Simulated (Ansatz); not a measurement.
Mulliken charges of CH$_{5}$NSSi (`N[SiH2]C=S`) from ωB97M-V/def2-TZVPP in Ansatz (PBE0-D4/def2-TZVP geometry).

| atom | x (Å) | y (Å) | z (Å) | charge (e) |
| --- | --- | --- | --- | --- |
| N1 | -0.872 | 0.484 | -1.088 | -0.373 |
| Si2 | 0.614 | 0.267 | -0.292 | 0.397 |
| C3 | 0.235 | -0.593 | 1.340 | -0.161 |
| S4 | -1.228 | -1.134 | 1.746 | -0.132 |
| H5 | -1.674 | -0.004 | -0.718 | 0.127 |
| H6 | -0.961 | 0.714 | -2.062 | 0.113 |
| H7 | 1.608 | -0.587 | -1.009 | -0.054 |
| H8 | 1.309 | 1.548 | 0.019 | -0.047 |
| H9 | 1.058 | -0.739 | 2.046 | 0.130 |

Question: By hand: the dipole of these point charges (1 e Å = 4.8032 D).

Answer: Σ q r = (0.361, 0.114, -0.161) e Å, of length 0.411 e Å = 1.97 D.

Question: How does the dipole of the full density compare? (Estimate.)

Answer: Ansatz gave: (0.106, 0.042, -0.242) e Å, 1.28 D; the point charges give 1.54 times that, at 42° from its direction.

Point charges leave out the atoms' own dipoles, such as those of lone pairs, and Mulliken's split depends on the basis, so the two needn't agree.
